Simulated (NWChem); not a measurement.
System: SiN₃H₆Cl; SMILES N[Si](N)(N)Cl

The following NWChem deck was run.

```
start job
memory heap 200 mb stack 900 mb global 1100 mb
geometry units angstroms noautoz
  N     -1.169884    -0.794473    -1.133417
  Si     0.034910    -0.357982     0.012688
  N     -0.360587    -1.211796     1.438273
  N      1.717166    -0.619184    -0.227347
  Cl    -0.099938     1.730415     0.038683
  H     -1.324023    -1.767311    -1.371687
  H     -1.382035    -0.175568    -1.906229
  H      0.274298    -1.196612     2.227367
  H     -1.328677    -1.293677     1.724745
  H      2.261252     0.045791    -0.763157
  H      2.084986    -1.560398    -0.303477
end
basis spherical
  * library def2-svp
end
dft
  xc becke97-2
  iterations 150
  mulliken
end
task dft energy
```

The geometry was optimised at PBE0/def2-SVP.

Problem. What results follow from this input? (B97-2/def2-SVP.) Quantities: energy (Ha); highest occupied level (eV); orbital gap (eV); dipole (D).

Solution. 
```yaml
energy (Ha): -917.34
highest occupied level (eV): -6.57
orbital gap (eV): 8.04
dipole (D): 2.68
```
